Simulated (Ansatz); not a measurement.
ClFHOY (`[OH][Y]([F])[Cl]`) at its PBE0-D4/def2-TZVP geometry, where that method's forces vanish. Total charge 0; spin multiplicity 1. Y: def2 effective core potential.

```xyz
5

O    -0.8089   -0.4171    1.1325
Y     0.2470    0.1038   -0.4773
F    -0.3075   -0.6436   -2.2384
Cl    2.1927    1.6324   -0.3087
H    -1.3233   -0.6755    1.8919
```

Task: What forces (eV/Å) does ωB97M-V/def2-TZVPP give on these atoms in Ansatz 0.2.0? (Estimate.)

Result: Ansatz gave: 
```
O1  -0.109 -0.055  0.164
Y2   0.005 -0.003 -0.040
F3  -0.032 -0.043 -0.099
Cl4  0.113  0.089  0.009
H5   0.023  0.011 -0.034
```
